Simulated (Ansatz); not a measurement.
Cost and result for the atomization energy of `[CH2]B(C)S` radical (10 atoms, 9 bonds).

```csv
atom,x (Å),y (Å),z (Å)
C1,-1.5461,-0.3445,-0.4967
B2,-0.0406,-0.1722,-0.3139
C3,0.5777,0.5637,0.9265
S4,0.9634,-0.9000,-1.6240
H5,-2.2636,0.0489,0.2186
H6,-1.9934,-0.8629,-1.3401
H7,0.3892,-0.0283,1.8301
H8,0.0814,1.5257,1.0917
H9,1.6528,0.7401,0.8662
H10,2.1793,-0.5705,-1.1584
```

The species carries charge 0 and has multiplicity 2. Geometry: relaxed with PBE0-D4/def2-TZVP. It is one conformer, not always the lowest. Program: Ansatz. All runs use 4 threads of a server CPU on a shared host. Times are those of one run each, without the atoms' runs, and a repeat can differ threefold. Electronic energies, without spin–orbit coupling; frozen cores. CCSD(T)/CBS adds CCSD(T) − MP2 in def2-TZVPP to the MP2 limit, and its time is that of the two runs behind it. T1 = 0.015; ⟨S²⟩ of the reference is 0.76. HSE06 is the plane-wave form, built on full-range PBE exchange.

CCSD(T)/CBS is a level of theory with its own doubt, some kJ/mol a heavy atom from the limit and from the frozen cores, so smaller differences don't rank the functionals.

| level | functions | wall time |
| --- | --- | --- |
| LDA (SPW92)/def2-TZVPP | 219 | 1.4 s |
| PBE-D4/def2-TZVPP (with forces) | 219 | 2.6 s |
| PBE0-D4/def2-TZVPP | 219 | 3.1 s |
| HSE06-D4/def2-TZVPP | 219 | 3.3 s |
| B2PLYP/def2-TZVPP | 219 | 4.4 s |
| r2SCAN-D4/def2-TZVPP (with forces) | 219 | 4.5 s |
| PBE-QIDH/def2-TZVPP | 219 | 4.7 s |
| r2SCANh-D4/def2-TZVPP | 219 | 5.5 s |
| CCSD(T)/def2-SVP | 90 | 5.5 s |
| ωB97X-V/def2-TZVPP | 219 | 7 s |
| MP2/def2-QZVPP | 421 | 21 s |
| CCSD(T)/def2-TZVPP | 219 | 2.5 min |
| CCSD(T)/CBS(def2) | – | 2.8 min |

Problem. What atomization energy does each give, and how far from CCSD(T)/CBS? (Estimate.)

Solution. The calculation gave: 
```csv
level,atomization (kcal/mol),difference from CCSD(T)/CBS,per bond
LDA (SPW92)/def2-TZVPP,1004.7,122.0,13.6
PBE-D4/def2-TZVPP (with forces),905.8,23.1,2.6
PBE0-D4/def2-TZVPP,895.9,13.2,1.5
HSE06-D4/def2-TZVPP,896.5,13.8,1.5
B2PLYP/def2-TZVPP,878.9,-3.8,-0.4
r2SCAN-D4/def2-TZVPP (with forces),897.3,14.6,1.6
PBE-QIDH/def2-TZVPP,887.1,4.4,0.5
r2SCANh-D4/def2-TZVPP,893.6,10.9,1.2
CCSD(T)/def2-SVP,846.6,-36.1,-4.0
ωB97X-V/def2-TZVPP,888.4,5.7,0.6
MP2/def2-QZVPP,883.7,1.0,0.1
CCSD(T)/def2-TZVPP,863.8,-18.9,-2.1
CCSD(T)/CBS(def2),882.7,0.0,0.0
```

The D4 term adds +7.1 kcal/mol with B3LYP and +3.7 kcal/mol with PBE0; it sums over pairs of atoms, weighted by their polarisabilities, and B3LYP, whose exchange is more repulsive, gets the larger term. From PBE to PBE0 (25 % exact exchange), in def2-TZVPP and without D4, the atomization energy moves by −9.2 kcal/mol: exact exchange takes away binding that semilocal exchange gives to molecules. Leaving LDA and LC-ωPBE aside and taking each functional with its dispersion term where it has one, the values, not all of them listed here, spread over 33.8 kcal/mol, from BHLYP-D4 to PBE-D4. LDA lies +103.2 kcal/mol from PBE without D4, its usual overbinding.

B3LYP here is the variant with VWN-RPA as its local correlation; programs differ in this.
